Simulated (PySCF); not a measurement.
**Basis and Hamiltonian dependence of the excitation energy of Sc⁺**

Sc⁺ [Ar] 3d1 4s1 (3D) → Sc⁺ [Ar] 4s1 5s1 (3S). Calculated with PySCF 2.14 from differences of total energies of unrestricted determinants, without spin-orbit coupling. Values in eV.

```csv
basis,Hamiltonian,functions,UHF,LDA,PBE0,MP2 (valence),CCSD(T) (valence and next inner shell)
ANO-RCC-VTZP,spin-free X2C,59,9.467,10.340,10.289,9.456,9.644
def2-TZVPPD,non-relativistic,67,9.538,10.590,10.460,9.504,9.347
"x2c-TZVPPall with one added diffuse shell each of s, p, d, f type",spin-free X2C,80,9.236,10.368,10.222,9.220,8.763
"x2c-QZVPPall with one added diffuse shell each of s, p, d, f, g type",spin-free X2C,121,9.185,10.295,10.152,9.183,n/a
aug-cc-pVQZ-DK,spin-free X2C,140,9.173,10.264,10.125,9.174,n/a
```

Frozen in the all-electron rows: valence: [Ar]; valence and next inner shell: [Ne].

Non-relativistic rows lack the scalar-relativistic shift.
